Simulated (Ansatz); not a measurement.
`C[CH](C)[Ga]([F])[CH](C)C` + `CCC` → `C[CH](C)[Ga]([CH](C)C)[CH](C)C` + H–F  (formal exchange of groups at a Ga–F bond)

Program: Ansatz. Geometries: PBE0-D4/def2-TZVP. ΔE: electronic, gas phase. CCSD(T)/CBS adds triple-zeta CCSD(T) − MP2 to the extrapolated MP2 energy (def2 sets, frozen cores). This one scheme is used for every species. DFT in def2-TZVPP. B3LYP here is the variant with VWN-RPA as its local correlation; programs differ in this. HSE06 is defined as in plane-wave codes. For Ga outer-core shells are correlated without core-valence functions, which leaves a few kJ/mol of doubt a bond. Scalar relativity is left out up to krypton. Each species was taken in one conformer, which may not be the lowest.

```csv
level,ΔE (kJ/mol),difference from CCSD(T)/CBS
LDA (SPW92),142.2,4.5
PBE-D4,142.8,5.1
revPBE-D4,136.7,-1.0
BLYP-D4,151.0,13.3
r2SCAN-D4,156.1,18.4
B97M-V,163.6,25.9
B3LYP-D4,151.3,13.6
r2SCANh-D4,154.3,16.6
r2SCAN0-D4,152.2,14.5
HSE06-D4,141.9,4.2
BHLYP-D4,155.2,17.5
CAM-B3LYP-D4,158.5,20.8
ωB97X-V,154.4,16.7
ωB97M-V,149.3,11.6
B2PLYP,161.7,24.0
PBE-QIDH,146.4,8.7
PBE,158.3,20.6
revPBE,164.4,26.7
r2SCAN,162.2,24.5
PBE0,156.4,18.7
r2SCANh,160.8,23.1
r2SCAN0,159.2,21.5
HSE06,155.9,18.2
BHLYP,175.9,38.2
LC-ωPBE,162.1,24.4
RPA@PBE/def2-TZVPP,135.0,-2.7
HF/def2-SVP,197.6,59.9
MP2/def2-SVP,161.3,23.6
CCSD/def2-SVP,168.7,31.0
CCSD(T)/def2-SVP,164.1,26.4
MP2/def2-TZVPP,131.2,-6.5
SCS-MP2/def2-TZVPP,143.5,5.8
CCSD/def2-TZVPP,142.9,5.2
CCSD(T)/def2-TZVPP,137.1,-0.6
HF/def2-QZVPP,189.5,51.8
MP2/def2-QZVPP,132.2,-5.5
SCS-MP2/def2-QZVPP,144.8,7.1
HF/CBS(def2),189.7,52.0
MP2/CBS(def2),131.8,-5.9
CCSD/CBS(def2),143.5,5.8
CCSD(T)/CBS,137.7,0
```

Largest T1 diagnostic among the species: 0.011.

From r2SCAN to r2SCAN0 (25 % exact exchange), in def2-TZVPP and without D4, ΔE moves by −3.0 kJ/mol. The D4 term adds −23.4 kJ/mol with B3LYP and −14.5 kJ/mol with PBE0; it sums over pairs of atoms, weighted by their polarisabilities, and B3LYP, whose exchange is more repulsive, gets the larger term.
